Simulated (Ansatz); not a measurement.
One geometry of Rb₃Cl₃⁻, several levels of theory.

```yaml
crystal:
  periodic: [false, false, false]
  atoms:
    - {symbol: Rb, position_ang: [-0.496231, -2.195453, 1.455078]}
    - {symbol: Rb, position_ang: [2.341539, 1.236211, 0.410536]}
    - {symbol: Rb, position_ang: [-1.004223, 0.076252, -2.479300]}
    - {symbol: Cl, position_ang: [1.279196, -0.152359, 2.977730]}
    - {symbol: Cl, position_ang: [-2.789080, -1.572758, -0.545555]}
    - {symbol: Cl, position_ang: [0.668799, 2.608097, -1.818489]}
basis:
  gaussian: {orbitals: def2-TZVPD, initial_orbitals: start.molden}
total_charge: -1
magnetization: {spin_polarized: true, initial_magnetization: 1}
hamiltonian: {xc: pbe}
correlation: {method: rpa}
scf: {omitted_lower_state_checks: [starts]}
```

The file start.molden holds the orbitals of an earlier run on this structure, at another level or in another basis.

```sh
$ ansatz run in.yaml --threads 4 --pin off --events-out ev --progress --plain --max-ram 4787MiB
```

It prints (some lines left out):

```
Functional definition: PBE
1824 factors; integrals over basis functions are off by at most 3.3e-4 eV
mean field evaluation 1: about -39530.0681 eV, gradient 1.0e1 eV
mean field evaluation 2: about -39530.1697 eV, gradient 2.2e-1 eV
mean field evaluation 4: about -39530.1732 eV, gradient 2.4e-2 eV
mean field evaluation 8: about -39530.1732 eV, gradient 1.6e-6 eV
mean field -39530.17321456 eV, -1452.7070711213 hartree, gradient 2.5e-6 eV, S^2 0.750076; 0 other end points of the search recorded, 0 dependent functions left out
15 core orbitals not correlated: weight in the atoms' cores, before any rotation towards them, 1.000 or more for the frozen orbitals, at most 0.000 for the correlated occupied ones
reference -39463.31448073 eV, -1450.2500579715 hartree; 25, 24 occupied and 197, 198 virtual orbitals, 1824 factors
Total energy: -39499.52682888 eV, -1451.5808372205 hartree
Checks for a lower state left out: starts
```

It took 19 s on 4 threads of Arm Neoverse V1 on a shared host, peak host memory 0.85 GiB.

As the first input, with `hamiltonian: {xc: {name: LC-wPBE}}`, `output: {orbitals: {seedname: orbitals}}` and without the key `correlation` (abridged; 14 s):

```
Functional definition: LC-wPBE
mean field -39537.88684351 eV, -1452.9905417566 hartree, gradient 1.8e-5 eV, S^2 0.750081
Total energy: -39537.88684363 eV, -1452.9905417610 hartree
Checks for a lower state left out: starts
```

First input, but with `correlation: {method: mp2}`, `output: {orbitals: {seedname: orbitals}}` and without the key `hamiltonian` (abridged; 8.5 s):

```
Functional definition: HF
mean field -39464.57590401 eV, -1450.2964144221 hartree, gradient 4.3e-6 eV, S^2 0.750123
15 core orbitals not correlated: weight in the atoms' cores, before any rotation towards them, 1.000 or more for the frozen orbitals, at most 0.000 for the correlated occupied ones
second order -22.05326135 eV of doubles, -0.00000000 eV of singles
Total energy: -39486.62916536 eV, -1451.1068568286 hartree
Checks for a lower state left out: starts
```

As the first input, with `hamiltonian: {xc: {name: CAM-B3LYP}, dispersion: d4}`, `output: {orbitals: {seedname: orbitals}}` and without the key `correlation` (abridged; 18 s):

```
Functional definition: CAM-B3LYP
the host lacks memory for fits, so the integrals are decomposed
mean field -39545.22317728 eV, -1453.2601470500 hartree, gradient 4.1e-5 eV, S^2 0.750114
Total energy: -39545.38197545 eV, -1453.2659827751 hartree
Checks for a lower state left out: starts
```

First input, but with `hamiltonian: {xc: {name: r2SCAN0}, dispersion: d4}`, `output: {orbitals: {seedname: orbitals}}` and without the key `correlation` (abridged; 30 s):

```
Functional definition: r2SCAN0
mean field -39543.18036016 eV, -1453.1850749055 hartree, gradient 1.6e-5 eV, S^2 0.750134
Total energy: -39543.22770752 eV, -1453.1868148889 hartree
Checks for a lower state left out: starts
```

The first input with `hamiltonian: {xc: r2scan, dispersion: d4}`, `output: {orbitals: {seedname: orbitals}}` and without the key `correlation` (abridged; 23 s):

```
Functional definition: r2SCAN
mean field -39544.56608372 eV, -1453.2359993070 hartree, gradient 2.0e-5 eV, S^2 0.750193
Total energy: -39544.60115978 eV, -1453.2372883285 hartree
Checks for a lower state left out: starts
```

The first input with `hamiltonian: {xc: pbe, dispersion: d4}`, `output: {forces: true, orbitals: {seedname: orbitals}}` and without the key `correlation` (abridged; 13 s):

```
Functional definition: PBE
mean field -39530.17322245 eV, -1452.7070714111 hartree, gradient 7.5e-6 eV, S^2 0.750076
Total energy: -39530.33513633 eV, -1452.7130216365 hartree
Atom 0 force    -0.000981    -0.011058     0.005359 eV/Å
Atom 1 force     0.011271     0.004055     0.001053 eV/Å
Atom 2 force    -0.002948    -0.000937    -0.012529 eV/Å
Atom 3 force     0.016213    -0.002301     0.034320 eV/Å
Atom 4 force    -0.032141    -0.019234    -0.006731 eV/Å
Atom 5 force     0.008586     0.029475    -0.021472 eV/Å
Dipole moment:     0.063188    -0.067882    -0.049534 e Å
Checks for a lower state left out: starts
```

Geometry: PBE0-D4/def2-SVPD.

In the def2 sets Rb takes a core potential; there is no spin–orbit coupling. LC-ωPBE has ω = 0.4 bohr⁻¹. Correlated methods freeze 15 core orbitals; core or outer-core shells of Rb are correlated, in sets that lack core-valence functions. At r2SCAN0-D4/def2-TZVPD, r2SCAN-D4/def2-TZVPD, PBE-D4/def2-TZVPD the highest occupied level of the charge -1 doublet lies above zero (up to 0.59 eV). It is a level of α spin, whose loss leaves a singlet; that state wasn't run at this geometry and level. The electron is either unbound and held by the finite basis, or the level is raised by self-interaction error. Another isomer (doublet) lies 0.29 eV lower at PBE0-D4/def2-TZVPD; other spin states weren't run for this one.
